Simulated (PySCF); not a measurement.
## Radial density of Tc (technetium, neutral)

r2SCAN, [Kr] 4d5 5s2, high-spin 6S determinant. Calculation: PySCF 2.14, in x2c-QZVPPall (13s8p7d4f2g, 118 functions); scalar relativity by spin-free X2C-1e.

```csv
r (bohr),4πr²ρ (e/bohr),4πr²(ρα − ρβ)
0.0340,50.45,-0.0038
0.0572,47.90,0.0001
0.0962,66.71,0.0909
0.162,51.19,0.4544
0.272,48.33,0.7321
0.458,37.45,0.0382
0.770,12.34,1.2355
1.29,10.04,3.3727
2.18,2.635,1.6561
3.66,0.7356,0.1551
6.16,0.07759,-0.0293
10.4,0.0006328,-0.0005
```

Densities and radii are taken from the X2C orbitals without a picture-change correction, which distorts them close to the nucleus.

(1) Where is the radial spin density 4πr²(ρα − ρβ) most negative, and why is it negative at all?

Results:

(1) Around r = 6.16 bohr, down to -0.0293 e/bohr: exchange with the open shell polarises the paired shells in an unrestricted calculation.
